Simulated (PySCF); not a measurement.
CH3NO2Si, SMILES C(#N)O[SiH2]O. Atoms are numbered in the order given.

```xyz
8

N      1.6321     1.8448     0.6750
C      1.2984     0.7949     0.2845
O      0.9412    -0.3631    -0.1351
Si    -0.6821    -0.7098    -0.6142
O     -1.7082    -0.4161     0.6326
H     -0.6548    -2.1574    -0.8775
H     -0.9396     0.1518    -1.7955
H     -1.9357     0.4937     0.8606
```

The structure is a stationary point at r2SCAN-D4/def2-SVP. The structure was generated by enumeration, and PubChem lists no compound with its InChIKey, so it may never have been made. The values are those of a single conformer.

Level of theory: B3LYP/def2-TZVP (PySCF).

ESP charges are fitted to the potential on shells at 1.4 to 2.0 van der Waals radii. Atomic charges (e):

```
atom  Löwdin  ESP fit
----  ------  -------
N1         …    -0.54
C2     -0.40     0.51
O3         …    -0.30
Si4     0.19     0.60
O5     -0.10    -0.59
H6     -0.03    -0.02
H7     -0.04    -0.08
H8         …     0.43
```

Task: Fill in the missing entries. (The exact figures need the calculation; the answer reports its results.)

Result: 
- N1, Löwdin: -0.01
- O3, Löwdin: 0.20
- H8, Löwdin: 0.19

Computed Mayer and Wiberg (Löwdin basis) orders of the bonds:
| bond | Mayer | Wiberg |
|---|---|---|
| N1–C2 | 2.96 | 3.33 |
| C2–O3 | 1.20 | 1.89 |
| O3–Si4 | 0.90 | 1.25 |
| Si4–O5 | 1.24 | 1.76 |
| Si4–H6 | 0.96 | 0.94 |
| Si4–H7 | 0.93 | 0.93 |
| O5–H8 | 0.87 | 1.01 |
